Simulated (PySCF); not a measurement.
oxalic acid (C2H2O4), SMILES OC(C(O)=O)=O.

Geometry: PBE-D3(BJ)/def2-SVP. One conformer was computed; it need not be the lowest.

Computed with PySCF 2.14.0 with PBE-D3(BJ)/def2-SVP.

Harmonic, unscaled wavenumbers; measured fundamentals usually lie a few per cent lower.

**Question.** Estimate the vibrational spectrum. (Estimate from the structure and the level; the computed values follow.)

**Answer.** 
```tsv
mode	ν (cm⁻¹)	IR (km/mol)	moving atoms (share of kinetic energy)
1	46	3.9	O 98 %
2	254	5.3	O 89 %
3	403	13.1	C 56 %, H 30 %, O 14 %
4	420	0.0	O 90 %
5	518	0.0	O 79 %, C 20 %
6	625	126.3	O 56 %, H 23 %, C 21 %
7	642	0.0	H 89 %
8	686	228.8	H 66 %, C 17 %, O 17 %
9	777	0.0	O 56 %, C 22 %, H 22 %
10	805	0.0	C 86 %, O 13 %
11	1124	434.3	O 56 %, H 28 %, C 17 %
12	1173	0.0	H 52 %, O 39 %, C 9 %
13	1300	37.5	H 45 %, C 42 %, O 13 %
14	1386	0.0	C 72 %, H 17 %, O 10 %
15	1811	471.8	C 61 %, O 38 %
16	1819	0.0	C 66 %, O 33 %
17	3628	0.0	H 94 %
18	3628	139.2	H 94 %
```
